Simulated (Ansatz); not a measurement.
H₇SbSi₂ (`[SiH3][SbH][SiH3]`). Total charge 0; spin multiplicity 1. Sb: def2 effective core potential. Geometry: relaxed with PBE0-D4/def2-TZVP.

```xyz
10

Si    0.862    1.576    0.363
Sb   -0.743   -0.086    1.488
Si   -0.988   -1.360   -0.730
H     1.882    0.899   -0.479
H     1.549    2.386    1.403
H     0.058    2.487   -0.495
H     0.562   -1.084    1.961
H     0.319   -1.595   -1.396
H    -1.649   -2.669   -0.482
H    -1.852   -0.554   -1.633
```

Task: What is the dipole moment at ωB97M-V/def2-TZVPP? (Best estimate.)

Result: Computed: 0.07 D, with components (-0.05, 0.02, 0.04) D in this frame, pointing from negative to positive charge.

Task: And with PBE, r2SCAN, B3LYP? (Best estimate.)

Result: Computed: PBE 0.19 D, r2SCAN 0.08 D, B3LYP 0.18 D.

Task: Give the Mulliken charges with ωB97M-V, PBE, r2SCAN in def2-TZVPP. (Best estimate.)

Result: Ansatz gave: 
| atom | ωB97M-V | PBE | r2SCAN |
| --- | --- | --- | --- |
| Si1 | 0.02 | 0.05 | 0.13 |
| Sb2 | 0.07 | 0.19 | 0.16 |
| Si3 | 0.02 | 0.05 | 0.13 |
| H4 | -0.01 | -0.03 | -0.05 |
| H5 | -0.01 | -0.04 | -0.06 |
| H6 | -0.01 | -0.04 | -0.06 |
| H7 | -0.05 | -0.07 | -0.08 |
| H8 | -0.01 | -0.03 | -0.05 |
| H9 | -0.01 | -0.04 | -0.06 |
| H10 | -0.01 | -0.04 | -0.06 |

B3LYP here is the variant with VWN-RPA as its local correlation; programs differ in this.
